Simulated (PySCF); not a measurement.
A species of formula C9H13N has this rotational fingerprint, computed with PBE0/pcSseg-1 in PySCF (dipole) on a GFN2-xTB geometry, gas phase:

- Rotational constants: A = 3488, B = 910.5, C = 869.0 MHz
- Dipole components: |μa| = 4.29 D, |μb| = 0.01 D, |μc| = 1.05 D
- Inertial defect: -118.41 u·Å²
- κ: -0.97

Question: Which candidate fits, each taken in the one conformer that was computed?
A. `[CH:1]#[C:2][C:3]1=[CH:4][C@@H:5]([CH:6]([CH3:7])[CH3:8])[NH:9][CH2:10]1` with C4–C5–C6–C7 61°
B. `[H]/[N:7]=[CH:6]/[C:5]#[C:4][CH2:3][C:2](=[CH2:1])[CH:8]([CH3:9])[CH3:10]` with C1–C2–C3–C4 118°, C1–C2–C8–C9 -33°
C. `[CH3:1][CH2:2][c:3]1[cH:4][cH:5][cH:6][c:7]([CH3:8])[c:9]1[NH2:10]` with C1–C2–C3–C4 102°
D. `[CH3:1][N:2]([CH3:3])[CH2:4][c:5]1[cH:6][cH:7][cH:8][cH:9][cH:10]1` with C1–N2–C4–C5 -64°, N2–C4–C5–C6 129°
E. `C1[C@@H](C#N)[C@@H]2C[C@@H](C)[C@H]1C2`

Answer: E. It is C[C@@H]1C[C@@H]2C[C@H]1C[C@H]2C#N, a near-prolate asymmetric top, point group C1. The candidates at the same level (rigid rotor, commonest isotopes):

| SMILES | A (MHz) | B (MHz) | C (MHz) | μa (D) | μb (D) | μc (D) | Δ (u·Å²) | point group | rotor |
| --- | --- | --- | --- | --- | --- | --- | --- | --- | --- |
| CCc1cccc(C)c1N | 2024 | 1168 | 795.3 | 0.23 | 1.48 | 0.89 | -46.89 | C1 | asymmetric top |
| [H]/N=C/C#CCC(=C)C(C)C | 2016 | 663.2 | 591.6 | 0.22 | 1.41 | 0.68 | -158.46 | C1 | asymmetric top |
| C#CC1=C[C@@H](C(C)C)NC1 | 3220 | 752.5 | 705.9 | 0.02 | 0.62 | 0.91 | -112.55 | C1 | near-prolate asymmetric top |
| C[C@@H]1C[C@@H]2C[C@H]1C[C@H]2C#N | 3488 | 910.5 | 869.0 | 4.29 | 0.01 | 1.05 | -118.41 | C1 | near-prolate asymmetric top |
| CN(C)Cc1ccccc1 | 3285 | 763.8 | 719.2 | 0.52 | 0.44 | 0.10 | -112.80 | C1 | near-prolate asymmetric top |

`C#CC1=C[C@@H](C(C)C)NC1` has C 19 % too low; `CN(C)Cc1ccccc1` has C 17 % too low; `[H]/N=C/C#CCC(=C)C(C)C` has A 42 % too low; `CCc1cccc(C)c1N` has A 42 % too low. No structure here is proved a minimum.
